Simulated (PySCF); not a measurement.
BClF₂ (SMILES FB(F)Cl), singlet, geometry from GFN2-xTB. Base run: PySCF with CCSD(T)/cc-pVDZ.

Here is a job for PySCF.
```python
from pyscf import gto, scf, cc

mol = gto.Mole()
mol.atom = '''
    B    -0.32264403    0.18041159   -0.16795807
    F    -1.47651601   -0.43308098   -0.29772557
    F    -0.27807825    1.41419056   -0.61565959
    Cl    1.02379814   -0.57247318    0.53295628
'''
mol.basis = 'cc-pvdz'
mol.verbose = 4
mol.max_memory = 1800
mol.build()

mf = scf.RHF(mol)
mf.kernel()

mycc = cc.CCSD(mf, frozen=8)
mycc.kernel()
et = mycc.ccsd_t()
print('E(CCSD(T)) = %.10f' % (mycc.e_tot + et))
```

Task: The base was run again with changes. Order these runs by total energy, lowest first: method = cisd | method = mp2 | method = ccsd.

Result: method = ccsd (ΔE vs base (mEh) 11.705), method = mp2 (ΔE vs base (mEh) 27.526), method = cisd (ΔE vs base (mEh) 79.035)
